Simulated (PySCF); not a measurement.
Species: C2F4O.
Bonds: O1–C2 (double), C2–F3, C2–C4, C4–F5, C4–F6, C4–F7.

Torsions of this conformer, `[O:1]=[C:2]([F:3])[C:4]([F:5])([F:6])[F:7]`: O1–C2–C4–F5 -120°.

The closed-shell ground state was solved at several levels (PySCF, density fitting, gas phase, non-relativistic). Geometry: PBE0-D3(BJ)/def2-SVP; no solvent, vibrations or thermal averaging.

| level | basis functions | total energy (Eh) | HOMO (eV) | LUMO (eV) | gap (eV) | dipole (D) |
| --- | --- | --- | --- | --- | --- | --- |
| PBE0/aug-cc-pVDZ | 161 | -550.3448 | -10.11 | -1.90 | 8.21 | 0.76 |
| PBE0/def2-SVP | 98 | -549.8503 | -9.93 | -1.63 | 8.30 | 0.72 |
| PBE0/cc-pVDZ | 98 | -550.3002 | -9.71 | -1.44 | 8.27 | 0.72 |
| PBE0/cc-pVTZ | 210 | -550.4791 | -9.98 | -1.69 | 8.29 | 0.78 |
| PBE0/def2-TZVP | 217 | -550.5104 | -10.07 | -1.81 | 8.26 | 0.78 |

Task: Estimate the row for PBE0/IGLO-III, a basis of 245 functions; the other rows only guide the guess.

Result: Total energy -550.5150 Eh, HOMO -10.13 eV, LUMO -1.89 eV, gap 8.24 eV, dipole 0.77 D.

Task: How much does the basis alone move the frontier levels among the 6 PBE0 rows (the withheld one included)?

Result: The HOMO by 0.42 eV and the LUMO by 0.46 eV. By rising basis size (HOMO, LUMO in eV): def2-SVP -9.93, -1.63; cc-pVDZ -9.71, -1.44; aug-cc-pVDZ -10.11, -1.90; cc-pVTZ -9.98, -1.69; def2-TZVP -10.07, -1.81; IGLO-III -10.13, -1.89.

Task: How far do the dipole and the HOMO energy spread over the levels?

Result: The dipole runs from 0.72 to 0.78 D (mean 0.76 D) and the HOMO from -10.13 to -9.71 eV.
